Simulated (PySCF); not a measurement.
Ge(All)2(OH)2, SMILES C(=C)[CH2][Ge]([OH])([OH])[CH2]C=C, singlet at its GFN2-xTB optimised geometry (Å):

```
21

C     -3.2423    -0.9603    -1.2568
C     -2.0720    -0.5597    -1.7252
C     -0.7803    -1.2169    -1.4175
Ge     0.2399    -0.1808     0.0000
O     -0.1623     1.5426     0.0000
O     -0.4319    -0.8140     1.5119
C      2.2685    -0.1808     0.0000
C      2.7932     0.2551     1.3153
C      3.2731     1.4623     1.5625
H     -3.3260    -1.8266    -0.6220
H     -4.1581    -0.4467    -1.4957
H     -2.0111     0.3172    -2.3589
H     -0.9341    -2.2135    -1.0119
H     -0.1547    -1.2810    -2.3069
H     -1.0887     1.7499     0.1064
H     -0.2040    -0.3234     2.2993
H      2.6027    -1.1900    -0.2387
H      2.5806     0.4982    -0.7892
H      2.7448    -0.4841     2.1064
H      3.6346     1.7440     2.5367
H      3.3260     2.2135     0.7923
```

Calculation: PBE0/def2-SVP run with PySCF. Cells within 0.4 Å of a nucleus heavier than hydrogen are left out (blank, or x).

Map of the Laplacian of the electron density (e/bohr⁵), clipped to [-1.50, 1.50] on the plane z = 0.0 Å:

```
|44444444444444444444444444444|
|44444444444444444444444444444|
|44444444444444444444444444444|
|44444444444444444444444444444|
|44444444444444444444444444444|
|44444444444444444444444444444|
|44444444444444444444444444444|
|44444444444444444444444444444|
|44444444444445544444444444444|
|44444444444334154444444444444|
|4444444444430xx55444444444444|
|44444444444450x54444444444444|
|44444444444455454444444444444|
|44444444444445997444344444444|
|44444444444449xx943xx34444444|
|44444444444449xx943xx34444444|
|44444444444445996444134444444|
|44444444444444444444224444444|
|44444444444444444444444444444|
|44444444444444444444444444444|
|44444444444444444444444444444|
|44444444444444444444444444444|
|44444444444444444444444444444|
|44444444444444444444444444444|
|44444444444444444444444444444|
|44444444444444444444444444444|
|44444444444444444444444444444|
|44444444444444444444444444444|
|44444444444444444444444444444|
```
Scale: ten equal steps from -1.05 (start of '0') to 1.50 (end of '9'), in the order '0123456789'; x runs from -5.50 to 5.50, y from -5.50 (bottom) to 5.50 (top).
